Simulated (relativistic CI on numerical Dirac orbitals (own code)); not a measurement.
## Pd14+: sensitivity of the levels to the model

Base calculation: Dirac-Coulomb-Breit CI, KLI orbitals optimised for each configuration, a model potential for QED, unscaled Slater integrals.

Configuration list (outside the closed core [Ar] 3d10): 4s2 4p2, 4s 4p3, 4p4, 4s2 4p 4d, 4s 4p2 4d, 4s2 4p 4f, 4s 4p2 4f, 4p3 4d, 4s 4p 4d2, 4s2 4p 5s, 4s2 4d 4f, 4s2 4d2, 4s 4d3, 4s 4d2 4f, 4p2 4d2, 4p 4d3, 4p 4d2 4f, 4p 4d2 5s, 4s2 4f2, 4s 4d 4f2, 4s 4f3, 4s2 4d 5s, 4s 4d2 5s, 4s 4d 4f 5s, 4p2 4f2, 4p 4d 4f2, 4p 4f3, 4p 4f2 5s. Double excitations out of closed p, d and f shells are left out; levels of such configurations are missing from the list, as are those of other unlisted configurations, and high levels can miss mixing partners.

Variants: (1) Breit term removed; (2) one mean potential for all configurations. Shifts of the energy above 4s2 4p2 3P_0, in cm⁻¹, for the lowest level and the first level of each name with at least 55 % of one term (blank where a level changes its place among those of its configuration and J or its character, or is not in the variant):

```csv
Level,Base,Δ(1),Δ(2)
4s2 4p2 3P_0,0,0,0
4s2 4p2 3P_1,35818,+708,+5
4s2 4p2 3P_2,49517,+800,-1
4s2 4p2 1D_2,97511,+1464,-6
4s2 4p2 1S_0,136177,+1388,-53
4s 4p3 5S°_2,279778,+414,+19
4s 4p3 3D°_1,342176,+353,-13
4s 4p3 3D°_2,346343,+578,-8
4s 4p3 3D°_3,360537,+904,-5
4s 4p3 3P°_0,394305,+776,-21
4s 4p3 3P°_1,399786,+931,-19
4s 4p3 3S°_1,460717,+547,-41
4s2 4p 4d 3F°_2,513475,+1495,-97
4s2 4p 4d 3F°_3,532984,+1938,-97
4s2 4p 4d 3F°_4,565257,+2592,-93
4s2 4p 4d 3P°_0,604534,+2117,-101
4s2 4p 4d 3P°_1,610269,+2182,-98
4s2 4p 4d 3D°_3,612885,+2263,-95
4s2 4p 4d 1F°_3,658193,+2372,-102
4s2 4p 4d 1P°_1,667184,+2324,-116
4p4 3P_2,688877,+320,+13
4p4 3P_0,721571,+516,+27
```

At this charge energies of transitions that change n are usually good to better than 1 %, and those within a shell (Δn = 0) to a few per cent.

Ionisation energy from the two ground configurations alone: base 342.069 eV; Breit term removed 342.316 eV. The NIST ASD value (theoretical) is 342 eV.

LS names give the leading component of a level, which can be under half, so a name can repeat, a term be missing and a line seem to break the LS rules.
